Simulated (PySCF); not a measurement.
## Computed NMR parameters against published values

Mapped SMILES: `[CH3:1][CH2:2][O:3][Si:4]([CH3:5])([CH3:6])[CH3:7]`. Hydrogens are named by the atom that carries them.

[PySCF 2.14.0 with density-fitted response routines: GIAO B3LYP/pcSseg-1 shieldings; geometry from PBE0-D3(BJ)/def2-SVP; single conformer; rapidly exchanging positions averaged; in vacuum; no relativistic terms]

Reference values: measured (solution, ethanol; T. M. Alam, M. Henry, Phys. Chem. Chem. Phys. (a906445a), supplement).
| atoms | quantity | reference | computed |
| --- | --- | --- | --- |
| Si4 | δ $^{29}$Si vs TMS (internal) | 16.7 | 17.7 |

Reference values: measured (liquid, neat; T. M. Alam, M. Henry, Phys. Chem. Chem. Phys. (a906445a), supplement).
```csv
atoms,quantity,reference,computed
Si4,δ $^{29}$Si vs TMS (internal),14.7,17.7
```

Computed shifts are σ(ref) − σ with the named reference compound (TMS for H and C) calculated as an isolated molecule at the same level.

Question: How far are the unscaled $^{29}$Si shifts from the references?

Answer: Mean signed difference +2.00 ppm, mean absolute 2.00 ppm over 2 comparisons; the largest is +3.0 ppm at Si4 (silicon bonded to 3 C, O).
